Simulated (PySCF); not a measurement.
**ECD: `C[C@@H]1C[C@H](F)C[C@@H]1S`, C6H11FS**

Geometry (Å), atoms numbered from 1 in this order:
```xyz
19

C    -1.660   -1.092   -0.914
C    -0.874   -0.301    0.118
C    -0.475    1.103   -0.356
C     0.790    1.472    0.431
F     1.801    1.825   -0.448
C     1.196    0.220    1.219
C     0.458   -0.934    0.543
S     1.432   -1.625   -0.849
H    -1.921   -2.071   -0.520
H    -1.072   -1.233   -1.818
H    -2.576   -0.566   -1.173
H    -1.480   -0.206    1.027
H    -1.275    1.825   -0.205
H    -0.232    1.087   -1.419
H     0.660    2.345    1.078
H     2.278    0.091    1.208
H     0.868    0.313    2.255
H     0.315   -1.789    1.205
H     1.757   -0.455   -1.389
```

Computed, not measured: TDDFT CAM-B3LYP/def2-SVPD circular dichroism and optical rotation, one conformer, gas phase (PySCF). Geometry: GFN2-xTB.

The molecule is flexible and this is one conformer; a measurement averages over conformers. States above about 8.1 eV (minus the energy of the highest occupied orbital) lie near or above the ionisation threshold and depend on the basis.

(1) What are the CIP labels of the stereocentres?

(2) List the lowest 16 singlet excitations with oscillator and rotatory strengths.

Results:

(1) C2 R, C4 S, C7 S.

(2) Rotatory strengths R in 10⁻⁴⁰ esu² cm², velocity form and length form (origin at the centre of mass); f in length form.
```tsv
state	E (eV)	λ (nm)	f	R (velocity)	R (length)	main
1	5.76	215	0.0008	+5.5	+5.7	HOMO→LUMO+3 0.30, HOMO→LUMO+1 0.28
2	6.29	197	0.039	+1.7	+1.8	HOMO→LUMO+1 0.41, HOMO→LUMO 0.40
3	6.80	182	0.003	+0.2	+0.3	HOMO→LUMO 0.39, HOMO→LUMO+1 0.25
4	7.48	166	0.005	+0.6	+0.5	HOMO→LUMO+2 0.37, HOMO→LUMO+5 0.29
5	7.61	163	0.038	-10.5	-10.9	HOMO→LUMO+4 0.60, HOMO→LUMO+5 0.16
6	7.72	161	0.031	-16.0	-15.6	HOMO→LUMO+5 0.38, HOMO→LUMO+2 0.21
7	8.11	153	0.033	-5.8	-6.2	HOMO→LUMO+8 0.27, HOMO→LUMO+6 0.25
8	8.30	149	0.035	+6.6	+7.6	HOMO→LUMO+6 0.35, HOMO→LUMO+11 0.14
9	8.40	148	0.0007	+1.8	+1.5	HOMO→LUMO+7 0.23, HOMO→LUMO+8 0.21
10	8.43	147	0.036	-18.2	-18.0	HOMO−1→LUMO 0.73, HOMO→LUMO+8 0.10
11	8.47	146	0.013	+0.1	0.0	HOMO→LUMO+7 0.42, HOMO→LUMO+9 0.17
12	8.64	143	0.137	+20.8	+20.4	HOMO−1→LUMO+1 0.70
13	8.74	142	0.019	-27.4	-27.2	HOMO−2→LUMO 0.56, HOMO−1→LUMO+2 0.15
14	8.80	141	0.004	+7.9	+7.6	HOMO→LUMO+12 0.23, HOMO→LUMO+9 0.19
15	8.87	140	0.038	+12.5	+12.0	HOMO−3→LUMO 0.38, HOMO−1→LUMO+3 0.24
16	8.89	139	0.026	-5.4	-5.7	HOMO−3→LUMO 0.37, HOMO−1→LUMO+2 0.16
```

Among the states computed, the strongest CD band (largest |R|) is state 13. The largest dissymmetry factor in size, g = 4R/(D+G), with D and G the electric and magnetic dipole strengths, is +0.054 for state 1 (velocity form, f = 0.0009), among bands with |R| over 0.5. The mirror image has the same energies and oscillator strengths and all R with the opposite sign.
